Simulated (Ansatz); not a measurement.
HfH₄. Total charge 0; singlet. Geometry relaxed at B3LYP-D4/def2-TZVP.

Cartesian coordinates in Å:
```
Hf 0.000 0.000 0.000
H -1.099 0.287 -1.457
H 1.763 0.229 -0.504
H -0.243 -1.722 0.625
H -0.420 1.205 1.336
```

In the def2 sets Hf takes a core potential; there is no spin–orbit coupling.

**Question.** Estimate the harmonic wavenumbers at RKS B3LYP-D4/def2-TZVP (Ansatz, unscaled). Is this a minimum?

**Answer.** 557, 557, 557, 686, 686, 1708, 1708, 1708, 1773 cm⁻¹. Yes, no mode is imaginary beyond noise. Zero-point energy 59.5 kJ/mol. It took 12 s on 4 threads of Arm Neoverse V1 on a shared host.
